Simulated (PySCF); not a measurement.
C5H3Br, SMILES C#CC(Br)=C=C. Atoms are numbered in the order given.

```xyz
9

C      2.6672     1.2521     0.0000
C      1.4923     0.9506     0.0000
C      0.1249     0.5780     0.0000
Br    -0.2331    -1.3005     0.0000
C     -0.8849     1.4202     0.0000
C     -1.8847     2.2576     0.0000
H      3.7070     1.5229     0.0000
H     -2.3195     2.6225     0.9377
H     -2.3195     2.6225    -0.9377
```
Charge 0, spin multiplicity 1.

Coordinates come from a PBE0-D3(BJ)/def2-SVP optimisation. This is a generated structure with no PubChem entry under its InChIKey; it may be hypothetical.

The numbers are results of PySCF with TDDFT-PBE/def2-SVPD, not measurements.

Vertical excitations. Gas-phase values at a fixed geometry. State labels are in the subgroup Cs.

```tsv
state	symmetry	energy (eV)	λ (nm)	f	main pairs
S1	A"	3.63	342	0.000	HOMO→LUMO 100 %
S2	A'	4.50	276	0.004	HOMO−1→LUMO 78 %, HOMO→LUMO+1 19 %
S3	A"	4.76	261	0.000	HOMO−1→LUMO+1 99 %
S4	A"	4.83	257	0.000	HOMO−2→LUMO 98 %
S5	A'	4.93	251	0.113	HOMO→LUMO+1 53 %, HOMO−2→LUMO+1 24 %, HOMO−1→LUMO 9 %, HOMO−4→LUMO 8 %
S6	A'	5.14	241	0.011	HOMO−4→LUMO 41 %, HOMO−3→LUMO 38 %, HOMO−2→LUMO+1 18 %
S7	A"	5.43	228	0.000	HOMO−3→LUMO+1 97 %
S8	A"	5.56	223	0.000	HOMO−4→LUMO+1 86 %
S9	A'	5.69	218	0.100	HOMO−3→LUMO 43 %, HOMO−2→LUMO+1 28 %, HOMO−1→LUMO+2 15 %, HOMO−4→LUMO 9 %
S10	A"	5.72	217	0.000	HOMO→LUMO+2 88 %
T1	A"	3.32	373	0	HOMO→LUMO 100 %
T2	A'	3.33	372	0	HOMO→LUMO+1 97 %
T3	A'	3.90	318	0	HOMO−1→LUMO 88 %
T4	A'	4.42	281	0	HOMO−3→LUMO 67 %, HOMO−4→LUMO 18 %
```
Triplets are in the Tamm–Dancoff approximation, which puts them higher than full response would, so one can lie above its singlet here.
